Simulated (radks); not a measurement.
The numbers below are computed, except where a source is named.
Task: Ionisation of neutral fluorine, [He] 2s2 2p5, to F+, [He] 2s2 2p4, under several functionals. Non-relativistic Kohn-Sham, spin-polarised, spherical densities, point nucleus; open shells are filled with parallel spins first; a radial shooting solver on a logarithmic mesh with Libxc functionals. Known Delta-SCF values: LDA (Slater exchange, Perdew-Wang correlation) 18.060 eV. What does RPBE give, and what is its highest occupied eigenvalue?

Result: 17.760 eV by Delta-SCF; the 2p eigenvalue is -10.165 eV. NIST: 17.423 eV (measured).
